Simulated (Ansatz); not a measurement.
Potential energy curve for Be₂, singlet.

Computed with CCSD(T) on UHF/aug-cc-pVTZ, frozen core (Ansatz, an electronic-structure program).

The batch members p0 to p11 hold the bond at 1.89, 2.02, 2.15, 2.26, 2.38, 2.40, 2.52, 2.64, 2.67, 2.78, 2.91, 3.09 Å.

Ansatz input:

Ansatz 0.2 input:
```yaml
# input.yaml
basis:
  gaussian: { orbitals: aug-cc-pvtz }
correlation:
  method: ccsd_t
  electrons: outside_noble_gas
scf:
  omitted_lower_state_checks: [cluster_reference, increment]
batch:
  members: [p0.yaml, p1.yaml, p2.yaml, p3.yaml, p4.yaml, p5.yaml, p6.yaml, p7.yaml, p8.yaml, p9.yaml, p10.yaml, p11.yaml]

# p6.yaml, one of the 12 members of this batch
crystal:
  periodic: [false, false, false]
  atoms:
    - { symbol: Be, position_ang: [0.0, 0.0, 0.0] }
    - { symbol: Be, position_ang: [0.0, 0.0, 2.52] }
total_charge: 0
magnetization:
  spin_polarized: true
```

Lines of the output on each member:

```
Member 3: Total energy: -795.49605418 eV, -29.2339407845 hartree
Member 3: Checks for a lower state left out: cluster_reference, increment
Member 2: Total energy: -795.41644810 eV, -29.2310153151 hartree
Member 2: Checks for a lower state left out: cluster_reference, increment
Member 1: Total energy: -795.24168978 eV, -29.2245930654 hartree
Member 1: Checks for a lower state left out: cluster_reference, increment
Member 0: Total energy: -794.92662355 eV, -29.2130145948 hartree
Member 0: Checks for a lower state left out: cluster_reference, increment
Member 4: Total energy: -795.54111731 eV, -29.2355968238 hartree
Member 4: Checks for a lower state left out: cluster_reference, increment
Member 5: Total energy: -795.54591955 eV, -29.2357733030 hartree
Member 5: Checks for a lower state left out: cluster_reference, increment
Member 6: Total energy: -795.56512210 eV, -29.2364789836 hartree
Member 6: Checks for a lower state left out: cluster_reference, increment
Member 7: Total energy: -795.57493336 eV, -29.2368395408 hartree
Member 7: Checks for a lower state left out: cluster_reference, increment
Member 8: Total energy: -795.57664926 eV, -29.2369025989 hartree
Member 8: Checks for a lower state left out: cluster_reference, increment
Member 9: Total energy: -795.58159725 eV, -29.2370844342 hartree
Member 9: Checks for a lower state left out: cluster_reference, increment
Member 10: Total energy: -795.58581848 eV, -29.2372395616 hartree
Member 10: Checks for a lower state left out: cluster_reference, increment
Member 11: Total energy: -795.59005633 eV, -29.2373952998 hartree
Member 11: Checks for a lower state left out: cluster_reference, increment
```

The unrestricted determinant behind UCCSD(T) is spin-contaminated at 1.89 to 7.43 Å (<S²> up to 0.9, against 0.00 for a pure singlet).
